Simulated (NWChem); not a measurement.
System: C$_{3}$H$_{3}$, doublet; SMILES C(=C)=[CH]

```xyz
6

C      0.0000     0.0000     1.2594
C      0.0000     0.0000    -0.1134
C      0.0000     0.0000    -1.3577
H      0.0000     0.9455     1.8249
H      0.0000    -0.9455     1.8249
H      0.0000     0.0000    -2.4384
```
Atoms are numbered in this order, from 1.

Program: NWChem. Spin-unrestricted. In the optimisation the excess spin sits in b1 (C2v, its own frame). Coordinates come from a PBE-D3(BJ)/def2-SVP, spin-unrestricted optimisation. No stability test was run on the SCF state. Level: PBE0/def2-SVP with SMD (1 M gas to 1 M solution), gas-phase geometry. Reactions with the solvent are ignored.

**Question.** Among these, which solvent gives the highest value of “solvation free energy (kcal/mol)”?
A. N,N-dimethylformamide
B. water
C. 1-octanol
D. cyclohexane

**Answer.** B, water. Values: cyclohexane -1.7; N,N-dimethylformamide -1.7; 1-octanol -1.1; water 0.5
